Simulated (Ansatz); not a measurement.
CH₉NO₂Si₂ (`CN([SiH2]O)[SiH2]O`) at its PBE0-D4/def2-TZVP geometry, where that method's forces vanish. The species carries charge 0 and has multiplicity 1.

```xyz
15

C     1.3375    0.9156    1.0049
N     0.4042    0.1846    0.1510
Si    0.6431   -1.5279    0.0265
O    -0.6572   -2.1864   -0.7199
Si   -0.8499    1.0085   -0.6695
O    -2.2669    0.1931   -0.3678
H     0.9277    1.8894    1.2828
H     1.5289    0.3631    1.9310
H     2.3005    1.0887    0.5128
H     1.8249   -1.8928   -0.7956
H     0.8587   -2.0299    1.4132
H    -1.4997   -1.7819   -0.4809
H    -0.8863    2.3923   -0.1272
H    -0.6987    1.0625   -2.1499
H    -2.9669    0.3212   -1.0115
```

Question: What forces (eV/Å) does r2SCAN-D4/def2-TZVPP give on these atoms in Ansatz 0.2.0? (Estimate.)

Answer: Ansatz gave: 
```
C1   0.180  0.142  0.169
N2  -0.152 -0.089 -0.096
Si3  0.048 -0.036  0.025
O4  -0.021 -0.027 -0.040
Si5 -0.003  0.060 -0.060
O6  -0.017 -0.027  0.033
H7   0.016 -0.017 -0.002
H8   0.002  0.007 -0.011
H9  -0.001  0.000  0.005
H10 -0.016  0.001  0.016
H11  0.008  0.007 -0.020
H12 -0.020  0.000  0.001
H13  0.006 -0.021 -0.013
H14  0.001  0.004  0.014
H15 -0.031 -0.004 -0.020
```
